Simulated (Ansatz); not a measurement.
`[SH][GeH]([Cl])[Cl]`, relaxed with RKS PBE0-D4/def2-TZVP in the Gaussian-basis code of Ansatz from a PBE-D4/def2-SVP geometry. The force threshold is 0.005 eV/Å; the program also tests the step.

The species carries charge 0 and has multiplicity 1.

Start:

```xyz
6

S     0.504   -1.715    0.330
Ge    0.105    0.444   -0.035
Cl    1.425    1.501    1.314
Cl   -1.954    0.943    0.454
H    -0.441   -2.098   -0.579
H     0.362    0.925   -1.484
```

(1) How much energy does the relaxation release, and in how many steps? (An estimate is asked.)

(2) Which bonds change most? (An estimate is asked.)

(3) Give the relaxed structure. (Best estimate.)

Answers

(1) The calculation gave: 3.07 kJ/mol, in 4 steps.

(2) The calculation gave: Ge2–Cl4 from 2.174 to 2.142 Å; Ge2–Cl3 from 2.163 to 2.133 Å; S1–Ge2 from 2.225 to 2.198 Å; S1–H5 from 1.366 to 1.345 Å.

(3) Computed: 
```xyz
6

S     0.500   -1.694    0.317
Ge    0.106    0.439   -0.035
Cl    1.400    1.485    1.300
Cl   -1.922    0.931    0.448
H    -0.442   -2.079   -0.564
H     0.359    0.918   -1.466
```
